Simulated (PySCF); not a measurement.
**Radiative rates from a computed spectrum**

Si(OH)4.
Z-matrix (Å and degrees, PBE0-D3(BJ)/def2-SVP geometry), rows numbered from 1:
```
Si
O   1  1.6478
H   2  0.9615  1  115.17
O   1  1.6480  2  106.26  3   157.95
H   4  0.9615  1  115.21  2   -33.27
O   1  1.6480  2  106.26  3    33.59
H   6  0.9616  1  115.00  2  -157.23
O   1  1.6473  2  116.21  3   -84.29
H   8  0.9616  1  115.06  2   -85.01
```

Computed, not measured: TDDFT wB97X-D/def2-SVPD, vertical, gas phase, core orbitals frozen in the response (PySCF 2.14.0, density-fitted response routines).

Computed singlets with f of 0.002 or more:

```tsv
state	λ (nm)	f
S1	152.0	0.015
S2	151.9	0.015
S4	139.6	0.173
S6	130.1	0.110
S7	130.1	0.112
S8	129.9	0.0026
```

Q: Turn these into Einstein A coefficients, radiative lifetimes, transition dipoles and integrated cross-sections.

A: For one non-degenerate pair of states in vacuum, A = 0.6670 f ν̃² s⁻¹ with ν̃ in cm⁻¹, τ = 1/A, |μ|² = 3f / (2ΔE) in atomic units, and the integrated cross-section is ∫σ dE = 109.76 f Mb·eV.

```csv
state,A (s⁻¹),τ,|μ| (D),∫σ dE (Mb·eV)
S1,4.4×10⁷,23 ns,0.70,1.7
S2,4.4×10⁷,23 ns,0.70,1.7
S4,5.9×10⁸,1.7 ns,2.26,19
S6,4.3×10⁸,2.3 ns,1.75,12
S7,4.4×10⁸,2.3 ns,1.76,12
S8,1.0×10⁷,98 ns,0.27,0.28
```

Leading configurations: S1 H-1/H→L (≥87%); S2 H-1/H→L (≥87%); S4 H-2→L (69%); S6 H-4→L (48%); S7 H-5→L (49%); S8 H-6→L (56%) (H = HOMO, L = LUMO).

States that coincide in energy are taken one by one. Only emission to the ground state at the vertical energy is counted.

Q: What is the integrated cross-section of all computed states together?

A: Σf = 0.428 over S1 to S9, so 109.76 × Σf ≈ 47 Mb·eV.

Q: Which computed singlets stay under f = 0.002?

A: S3 (8.80 eV, f 0.0000), S5 (9.44 eV, f 0.0001) and S9 (9.88 eV, f 0.0000).

Q: How much energy does a mole of photons resonant with S4 carry?

A: 8.880 eV × 96.485 = 857 kJ/mol (205 kcal/mol).
